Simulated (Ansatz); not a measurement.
Isolated molecules relaxed with PBE0-D4/def2-TZVP in Ansatz; ΔE leaves out vibrations. CCSD(T)/CBS is the MP2 limit (def2-TZVPP, def2-QZVPP) plus CCSD(T) − MP2 in def2-TZVPP, frozen cores. This one scheme is used for every species. Functionals use def2-TZVPP. B3LYP here is the variant with VWN-RPA as its local correlation; programs differ in this. Each species was taken in one conformer, which may not be the lowest.

`NB(O)[SiH2]Cl` + `[SiH3]S` → `[SiH3]S[SiH2]Cl` + `NBO`  (cleavage of the Si–B bond)

`NB(O)[SiH2]Cl`:

```xyz
10

N    -0.434    0.863    1.338
B    -0.137    0.669   -0.010
O    -0.203    1.752   -0.852
Si    0.368   -1.202   -0.620
Cl    0.323   -2.476    1.018
H    -0.407    0.116    2.010
H    -0.693    1.761    1.713
H     0.011    1.566   -1.766
H    -0.565   -1.765   -1.634
H     1.738   -1.285   -1.197
```

`[SiH3]S`:

Cartesian coordinates in Å:
```
Si -0.310 -0.333 -0.268
S 1.487 0.714 0.225
H -0.769 -1.191 0.854
H 0.049 -1.175 -1.434
H -1.404 0.601 -0.635
H 0.946 1.383 1.257
```

`[SiH3]S[SiH2]Cl`:

Z-matrix (Å, degrees):
```
Si
S 1 2.147
H 1 1.485 2 109.5
H 1 1.482 2 106.2 3 119.3
H 1 1.482 2 110.9 3 -121.2
Si 2 2.118 1 98.1 3 35.5
Cl 6 2.056 2 112.0 1 59.0
H 6 1.479 2 111.2 1 -59.9
H 6 1.478 2 106.7 1 177.7
```

`NBO`:

```xyz
7

N     0.227   -0.321   -0.993
B     0.065    0.287    0.254
O    -0.710   -0.339    1.196
H    -0.203   -1.200   -1.229
H     0.780    0.083   -1.725
H     0.602    1.338    0.482
H    -0.761    0.153    2.015
```

```tsv
level	ΔE (kJ/mol)
PBE0-D4	-82.7
B3LYP	-79.0
```

**Question.** What does CCSD(T)/CBS give? (An estimate is asked.)

**Answer.** The calculation gave: -88.1 kJ/mol. The listed levels differ from it by 5.4, 9.1 kJ/mol.

Largest T1 diagnostic among the species: 0.012.

The D4 term adds −5.2 kJ/mol with B3LYP and −2.7 kJ/mol with PBE0; it sums over pairs of atoms, weighted by their polarisabilities, and B3LYP, whose exchange is more repulsive, gets the larger term. From PBE to PBE0 (25 % exact exchange), in def2-TZVPP and without D4, ΔE moves by −5.0 kJ/mol.

CCSD(T)/CBS has its own doubt, a few kJ/mol and more with outer-core shells, so smaller differences from it don't rank the levels.
